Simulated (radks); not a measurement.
The hafnium ion Hf+, configuration [Xe] 4f14 5d1 6s1.5 6d0.5 (fractional occupations, a model configuration). Calculated with a radial shooting solver on a logarithmic mesh with Libxc functionals: Dirac Kohn-Sham, PBE, spin-unpolarised, spherical densities, finite nucleus; open shells fill j = l - 1/2 first; Fermi nuclear charge, rms radius 5.347 fm.

Spin-orbit splittings of the eigenvalues, e(l+1/2) - e(l-1/2), with zeta = 2 splitting/(2l+1) and mean radii in bohr:

shell  occ.  splitting (eV)  zeta (eV)  <r> j=l-1/2  <r> j=l+1/2
2p        6            1192      794.5      0.06612      0.07385
3p        6           255.4      170.3       0.1981       0.2124
3d       10           55.71      22.28       0.1863       0.1908
4p        6           58.43      38.96       0.4746       0.5075
4d       10               ?          ?       0.5286       0.5401
4f       14           1.746     0.4988       0.6690       0.6815
5p        6           7.864      5.242        1.260        1.365
5d        1          0.5888     0.2355        2.082        2.149
6p        0          0.7678     0.5118        3.759        4.040
6d      0.5         0.05590    0.02236        7.067        7.188

Estimate the 4d splitting.

Answer. 10.70 eV (zeta = 4.280 eV).
